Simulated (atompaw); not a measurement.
Tb: PAW (atompaw) pseudisation with LDA (PW92), scalar-relativistic reference atom.

| Property | Result |
| --- | --- |
| Element | Tb |
| Generator | atompaw 4.2.0.5 |
| Type | PAW |
| Functional | LDA (PW92) |
| Relativity | scalar-relativistic |
| Frozen core | [Kr] 4d10 |
| Valence charge | 19 |
| Reference configuration | 4f8 5s2 5p6 5d1 6s2 6p0 |
| Partial waves | 5s (bound): rc 2.10 bohr; 6s (bound): rc 2.00 bohr; 5p (bound): rc 2.25 bohr; 6p (bound, empty): rc 2.25 bohr; 5d (bound): rc 2.35 bohr; 5d channel at 0.65 Ry: rc 2.35 bohr; 4f (bound): rc 1.20 bohr; 4f channel at -0.3 Ry: rc 1.20 bohr |
| Local potential | bessel scheme, radius 1.95 bohr |
| Core correction | smooth core density matched at 1.55 bohr |
| Augmentation charge | sinc compensation charge, radius 2.20 bohr; PAW radius 2.35 bohr; waves and projectors: custom rrkj gramschmidtortho |

All-electron outer shells of the reference configuration (LDA (PW92), scalar-relativistic, ld1.x):

```
shell  level (eV)  outermost node (bohr)  outermost maximum (bohr)
   4p     -286.97                   0.28                      0.53
   4d     -153.73                   0.26                      0.55
   5s      -51.41                   0.64                      1.16
   5p      -28.00                   0.69                      1.33
   4f       -9.17                      –                      0.55
   6s       -4.34                   1.57                      3.28
   5d       -2.59                   0.77                      1.94
   6p       -1.39                   1.89                      4.54
```

**Question.** Estimate the cutoffs (Ry, on a coarse ladder) from which the occupation-weighted sum of valence levels, in a spherical-Bessel basis at the reference potential, stays within 10 and 1 mRy of its value at 400 Ry.

**Answer.** 140 Ry and 200 Ry.

**Question.** What does a ghost test show?

**Answer.** No extra level below or beside the all-electron valence levels (s, p, d, f tested).

**Question.** Is the overlap operator S = 1 + Σ q|β⟩⟨β| positive definite (Bessel basis up to 400 Ry)?

**Answer.** Yes: its lowest eigenvalue is 0.16 (p channel).

**Question.** Which valence shell sets the plane-wave cutoff?

**Answer.** 4f: its level needs 140 Ry to come within 1 mRy, against 21 Ry for 6s.
